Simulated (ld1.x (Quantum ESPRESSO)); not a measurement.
Si: TM pseudisation with BLYP, scalar-relativistic reference atom.

silicon, norm-conserving Troullier–Martins (Kleinman–Bylander form), made with ld1.x (Quantum ESPRESSO) 7.5 (BLYP, scalar-relativistic). Core [Ne], reference 3s2 3p2. Waves: 3s (bound): rc 1.60 bohr; 3p (bound): rc 2.25 bohr. Local part: all-electron potential smoothed inside 1.55 bohr (lloc = -1). Core correction: Bessel-smoothed model core inside 0.75 bohr.

All-electron outer shells of the reference configuration (BLYP, scalar-relativistic, ld1.x):

```tsv
shell	level (eV)	outermost node (bohr)	outermost maximum (bohr)
2s	-139.30	0.15	0.45
2p	-95.56	–	0.39
3s	-10.68	0.72	1.77
3p	-3.93	0.72	2.14
```

Estimate the cutoffs (Ry, on a coarse ladder) from which the occupation-weighted sum of valence levels, in a spherical-Bessel basis at the reference potential, stays within 10 and 1 mRy of its value at 400 Ry.

15 Ry and 40 Ry.

What does a ghost test show?

No extra level below or beside the all-electron valence levels (s, p, d, f tested).

Which valence shell sets the plane-wave cutoff?

3s: its level needs 35 Ry to come within 1 mRy, against 8 Ry for 3p.

Tests: 3s2 3p1; 3s2 3p0; 3s1 3p0; 3s2 3p2.3; 3s1 3p2; 3s0 3p4; 3s1 3p3. Which has the largest error in its energy relative to the reference configuration, and how large is it?

3s1 3p0, with +68 meV (all-electron minus pseudo) on +57.48 eV.
